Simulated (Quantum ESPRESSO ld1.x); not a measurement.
Values are calculated unless marked as measured or tabulated.
Species: I IV. Configuration: [Kr] 4d10 5s2 5p2.

Code: ld1.x of Quantum ESPRESSO 7.5. Model: scalar-relativistic Kohn-Sham, LDA (Slater exchange, Perdew-Zunger correlation), spin-polarised, spherical densities, point nucleus; open shells are filled with parallel spins first.

Energy parts (hartree):
part                       energy
total                  -7108.3997
kinetic                 7459.8396
electron-nucleus      -17146.8262
Hartree                 2752.7830
exchange-correlation    -174.1961

Orbitals (lengths in bohr, moments of r in powers of bohr; <r^-3> diverges for s and p1/2; r(90%) holds 90 % of the orbital's charge):
1s up: occ. 1; eigenvalue (hartree) -1212.04; <r> 0.02725; r(90%) 0.0490; <r^2> 0.001006
1s down: occ. 1; eigenvalue (hartree) -1212.04; <r> 0.02725; r(90%) 0.0490; <r^2> 0.001006
2s up: occ. 1; eigenvalue (hartree) -188.317; <r> 0.1173; r(90%) 0.181; <r^2> 0.01622
2s down: occ. 1; eigenvalue (hartree) -188.315; <r> 0.1173; r(90%) 0.181; <r^2> 0.01622
2p up: occ. 3; eigenvalue (hartree) -169.241; <r> 0.1025; r(90%) 0.167; <r^-3> 5767; <r^2> 0.01283
2p down: occ. 3; eigenvalue (hartree) -169.238; <r> 0.1025; r(90%) 0.167; <r^-3> 5767; <r^2> 0.01283
3s up: occ. 1; eigenvalue (hartree) -38.9465; <r> 0.3146; r(90%) 0.462; <r^2> 0.1131
3s down: occ. 1; eigenvalue (hartree) -38.9434; <r> 0.3146; r(90%) 0.462; <r^2> 0.1131
3p up: occ. 3; eigenvalue (hartree) -32.7639; <r> 0.3125; r(90%) 0.469; <r^-3> 1102; <r^2> 0.1132
3p down: occ. 3; eigenvalue (hartree) -32.7605; <r> 0.3125; r(90%) 0.469; <r^-3> 1102; <r^2> 0.1132
3d up: occ. 5; eigenvalue (hartree) -23.4775; <r> 0.2888; r(90%) 0.454; <r^-3> 151.9; <r^2> 0.09870
3d down: occ. 5; eigenvalue (hartree) -23.4744; <r> 0.2888; r(90%) 0.454; <r^-3> 151.9; <r^2> 0.09869
4s up: occ. 1; eigenvalue (hartree) -7.81100; <r> 0.7397; r(90%) 1.07; <r^2> 0.6185
4s down: occ. 1; eigenvalue (hartree) -7.80426; <r> 0.7395; r(90%) 1.07; <r^2> 0.6180
4p up: occ. 3; eigenvalue (hartree) -5.86853; <r> 0.7917; r(90%) 1.16; <r^-3> 217.4; <r^2> 0.7145
4p down: occ. 3; eigenvalue (hartree) -5.86098; <r> 0.7910; r(90%) 1.16; <r^-3> 217.6; <r^2> 0.7131
4d up: occ. 5; eigenvalue (hartree) -3.03438; <r> 0.9182; r(90%) 1.40; <r^-3> 22.58; <r^2> 0.9860
4d down: occ. 5; eigenvalue (hartree) -3.02241; <r> 0.9146; r(90%) 1.39; <r^-3> 22.71; <r^2> 0.9771
4f up: occ. 0; eigenvalue (hartree) -0.51101; <r> 2.420; r(90%) 4.09; <r^-3> 0.6677; <r^2> 7.389
4f down: occ. 0; eigenvalue (hartree) -0.47091; <r> 2.513; r(90%) 4.32; <r^-3> 0.6692; <r^2> 8.099
5s up: occ. 1; eigenvalue (hartree) -1.74510; <r> 1.826; r(90%) 2.62; <r^2> 3.734
5s down: occ. 1; eigenvalue (hartree) -1.68966; <r> 1.821; r(90%) 2.62; <r^2> 3.720
5p up: occ. 2; eigenvalue (hartree) -1.29626; <r> 2.101; r(90%) 3.03; <r^-3> 29.32; <r^2> 4.956
5p down: occ. 0; eigenvalue (hartree) -1.23856; <r> 2.110; r(90%) 3.06; <r^-3> 29.39; <r^2> 5.010
6s up: occ. 0; eigenvalue (hartree) -0.64953; <r> 3.837; r(90%) 5.40; <r^2> 16.41
6s down: occ. 0; eigenvalue (hartree) -0.62839; <r> 3.924; r(90%) 5.52; <r^2> 17.14

The highest occupied level is 5p up at -35.273 eV. For comparison, the ionisation energy in NIST's Atomic Spectra Database is 40.36 eV (measured). In exact Kohn-Sham theory the highest level is minus the ionisation energy, but local and semilocal functionals leave it too shallow, through self-interaction and a potential that decays too fast; potentials with the right tail come closer. Summed over all electrons, <r^2> = 34.71 bohr^2, which gives a Langevin (diamagnetic) susceptibility term of -27.5 x 10^-6 cm^3/mol.
